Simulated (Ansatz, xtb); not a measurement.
**Relative energy of two structures of C2H9InN+**

Structure X is a singlet given by its coordinates and structure Y is a singlet given by its coordinates. Both are isolated ions in the gas phase, relaxed with BLYP-D3(BJ)/def2-SVP.

X (Å):

```yaml
atoms:
  - { symbol: C, position_ang: [-0.3971, -0.1993, -2.9401] }
  - { symbol: C, position_ang: [-0.2099, 1.6767, 0.1734] }
  - { symbol: In, position_ang: [1.5016, 1.8852, -1.1216] }
  - { symbol: N, position_ang: [0.9773, 0.4020, -2.9278] }
  - { symbol: H, position_ang: [-1.1503, 0.6081, -2.9910] }
  - { symbol: H, position_ang: [-0.5554, -0.7716, -2.0081] }
  - { symbol: H, position_ang: [-0.5372, -0.8751, -3.8057] }
  - { symbol: H, position_ang: [1.6853, -0.3520, -2.9339] }
  - { symbol: H, position_ang: [1.1443, 0.9090, -3.8135] }
  - { symbol: H, position_ang: [3.0237, 2.4558, -1.6685] }
  - { symbol: H, position_ang: [-1.1188, 1.9199, -0.4088] }
  - { symbol: H, position_ang: [-0.1064, 2.3618, 1.0335] }
  - { symbol: H, position_ang: [-0.2546, 0.6268, 0.5205] }
```

Close contacts (Å): C1–N4 1.50, C2–In3 2.16, In3–N4 2.40, C1–H5 1.11, C1–H6 1.11, C1–H7 1.11, C2–H11 1.11, C2–H12 1.10, C2–H13 1.11, In3–H10 1.72, N4–H8 1.03, N4–H9 1.03.

Y (Å):

```yaml
atoms:
  - { symbol: C, position_ang: [1.9870, 2.5636, 0.5344] }
  - { symbol: C, position_ang: [1.7172, 1.3724, -0.3959] }
  - { symbol: In, position_ang: [1.1823, -0.4853, 0.6268] }
  - { symbol: N, position_ang: [1.2460, 0.1768, 2.9532] }
  - { symbol: H, position_ang: [2.2486, 3.4540, -0.0745] }
  - { symbol: H, position_ang: [2.8414, 2.3858, 1.2180] }
  - { symbol: H, position_ang: [1.0998, 2.8428, 1.1378] }
  - { symbol: H, position_ang: [2.5978, 1.1025, -1.0133] }
  - { symbol: H, position_ang: [0.8741, 1.5548, -1.0926] }
  - { symbol: H, position_ang: [0.7411, -2.1313, 0.8671] }
  - { symbol: H, position_ang: [0.3363, 0.0430, 3.4258] }
  - { symbol: H, position_ang: [1.9274, -0.3746, 3.5013] }
  - { symbol: H, position_ang: [1.5004, 1.1694, 3.0813] }
```

Close contacts (Å): C1–C2 1.54, C2–In3 2.19, In3–N4 2.42, C1–H5 1.11, C1–H6 1.11, C1–H7 1.11, C2–H8 1.11, C2–H9 1.11, In3–H10 1.72, N4–H11 1.03, N4–H12 1.03, N4–H13 1.03.

**Question.** Which of the two would you expect CCSD(T)/def2-SVP + ΔMP2/def2-TZVPP electronic energies to favour?

**Answer.** Structure Y; the calculation gives E(Y) − E(X) = −4.1 kcal/mol.

Level by level:

```tsv
level	geometry	E(Y) − E(X) (kcal/mol)	departure from the last row (kcal/mol)	job, with rough time for the two
BLYP-D3(BJ)/def2-SVP	BLYP-D3(BJ)/def2-SVP	−4.0	+0.1	optimisation, 1.8 min
HF/def2-SVP	BLYP-D3(BJ)/def2-SVP	−2.3	+1.8	part of the CCSD(T) run
MP2/def2-SVP	BLYP-D3(BJ)/def2-SVP	−4.5	−0.4	part of the CCSD(T) run
CCSD(T)/def2-SVP	BLYP-D3(BJ)/def2-SVP	−3.8	+0.2	single point
CCSD(T)/def2-SVP + ΔMP2/def2-TZVPP	BLYP-D3(BJ)/def2-SVP	−4.1		single point, 47 s
```

The levels shown agree on the order. The largest departure from CCSD(T)/def2-SVP + ΔMP2/def2-TZVPP is that of HF/def2-SVP, 1.8 kcal/mol. Levels run at GFN2-xTB geometries aren't shown. The last row adds to CCSD(T) the change of the MP2 difference between the two basis sets, here −0.2 kcal/mol.

With harmonic frequencies from BLYP-D3(BJ)/def2-SVP (ideal gas, rigid rotor, one conformer each, 298.15 K, 1 atm): on the last row, ΔE + ΔZPE = −4.2 kcal/mol. A mode under 50 cm⁻¹ makes harmonic enthalpies and free energies unreliable, so none is given.

The correlated steps freeze 7 core orbitals; the filled d shell of In is correlated, in a basis made for valence electrons. Atoms past krypton carry core potentials in the def2 sets and no spin–orbit term is included. Run with Ansatz 0.2.0; the last row on 2 threads of Arm Neoverse V1 on a shared host.
